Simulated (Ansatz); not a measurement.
Program: Ansatz. Geometries: PBE0-D4/def2-TZVP. ΔE: electronic, gas phase. CBS: MP2 limit from def2 TZ/QZ plus the TZ coupled-cluster correction, frozen cores. This one scheme is used for every species. Functionals use def2-TZVPP. HSE06 is defined as in plane-wave codes. Open shells (•) are unrestricted, without spin–orbit coupling. Each species was taken in one conformer, which may not be the lowest.

`C[O][Al]([CH3])[NH2]` → `C[O][Al][NH2]`• + `[CH3]`•  (homolysis of the Al–C bond)

CCSD(T)/CBS gives +368.5 kJ/mol.

**Question.** Another level gave +336.7 kJ/mol. Which?
A. LDA (SPW92)/def2-TZVPP
B. r2SCAN0/def2-TZVPP
C. HSE06/def2-TZVPP
D. CCSD(T)/def2-TZVPP

**Answer.** B. r2SCAN0 336.7, CCSD(T)/def2-TZVPP 359.2, HSE06 347.9, LDA (SPW92) 405.7 kJ/mol.

Largest T1 diagnostic among the species: 0.014.

Leaving LDA and LC-ωPBE aside and taking each functional with its dispersion term where it has one, the values, not all of them listed here, spread over 40.6 kJ/mol, from r2SCAN-D4 to ωB97M-V. LDA lies +58.8 kJ/mol from PBE without D4, its usual overbinding. The D4 term adds +8.4 kJ/mol with B3LYP and +5.0 kJ/mol with PBE0; it sums over pairs of atoms, weighted by their polarisabilities, and B3LYP, whose exchange is more repulsive, gets the larger term. From BLYP to BHLYP (50 % exact exchange), in def2-TZVPP and without D4, ΔE moves by +8.2 kJ/mol.

CCSD(T)/CBS has its own doubt, a few kJ/mol and more with outer-core shells, so smaller differences from it don't rank the levels.

B3LYP here is the variant with VWN-RPA as its local correlation; programs differ in this.
